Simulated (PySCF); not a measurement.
Molfile (atoms numbered from 1):
```
C3H7ClO2Si
     RDKit          3D

 14 14  0  0  0  0  0  0  0  0999 V2000
    3.5007   -1.2592    0.2096 Cl  0  0  0  0  0  0  0  0  0  0  0  0
    2.2934    0.0285    0.3960 C   0  0  0  0  0  0  0  0  0  0  0  0
    0.6080   -0.6111   -0.2004 Si  0  0  0  0  0  4  0  0  0  0  0  0
   -0.1463    0.4553   -1.1878 O   0  0  0  0  0  0  0  0  0  0  0  0
   -1.4529    0.7288   -0.7693 C   0  0  0  0  0  0  0  0  0  0  0  0
   -1.7136   -0.0283    0.5558 C   0  0  0  0  0  0  0  0  0  0  0  0
   -0.5042   -0.5717    0.9999 O   0  0  0  0  0  0  0  0  0  0  0  0
    2.6490    0.8700   -0.1929 H   0  0  0  0  0  0  0  0  0  0  0  0
    2.2983    0.3054    1.4475 H   0  0  0  0  0  0  0  0  0  0  0  0
    0.6917   -1.9248   -0.8260 H   0  0  0  0  0  0  0  0  0  0  0  0
   -1.5500    1.8100   -0.6373 H   0  0  0  0  0  0  0  0  0  0  0  0
   -2.1490    0.4017   -1.5456 H   0  0  0  0  0  0  0  0  0  0  0  0
   -2.0985    0.6358    1.3328 H   0  0  0  0  0  0  0  0  0  0  0  0
   -2.4274   -0.8410    0.3955 H   0  0  0  0  0  0  0  0  0  0  0  0
  1  2  1  0
  2  3  1  0
  3  4  1  0
  4  5  1  0
  5  6  1  0
  6  7  1  0
  7  3  1  0
  2  8  1  0
  2  9  1  0
  3 10  1  0
  5 11  1  0
  5 12  1  0
  6 13  1  0
  6 14  1  0
M  END
```

Geometry: GFN2-xTB; GIAO shifts from PySCF 2.14, gas phase, non-relativistic, averaged over equivalent atoms.

At PBE0/pcSseg-1 (168 basis functions, 66 s wall time (54 s CPU) on 1 thread of an Intel Xeon, shared host):
```
  atoms  δ (ppm)
  C5/C6     65.1
     C2     29.1
    Si3     12.6
  O4/O7     41.2
    H10     4.93
H11/H13     4.30
H12/H14     4.22
  H8/H9     2.93
```

References, each an isolated molecule treated in the same way: ¹³C (186.93 ppm) and ²⁹Si (349.16 ppm) and ¹H (31.72 ppm) vs TMS; ¹⁷O (336.08 ppm) against H2O.

Question: What do these become at wB97X/Sadlej pVTZ?

Answer: 
```tsv
atoms	δ at wB97X/Sadlej pVTZ	change
C5/C6	63.1	-2.0
C2	25.4	-3.7
Si3	11.9	-0.7
O4/O7	33.3	-7.9
H10	5.50	+0.57
H11/H13	4.45	+0.15
H12/H14	4.40	+0.18
H8/H9	3.14	+0.21
```

δ = σ(ref) − σ, references computed at the same level: TMS for ¹³C (σ = 199.65 ppm), ²⁹Si (σ = 355.21 ppm), ¹H (σ = 32.22 ppm); H2O for ¹⁷O (σ = 338.69 ppm).

The largest change is at O4/O7 (oxygen bonded to C, Si, in a 5-membered ring). Cost: 247 basis functions, 3.1 min wall time on 1 thread of an Intel Xeon, shared host.

Carbons that carry Cl, above all several Cl atoms, come out too deshielded, partly because spin–orbit coupling is missing. Experimental scales use liquid or dissolved standards, which lie at an offset from isolated H2O (liquid H2O: subtract about 36 ppm).
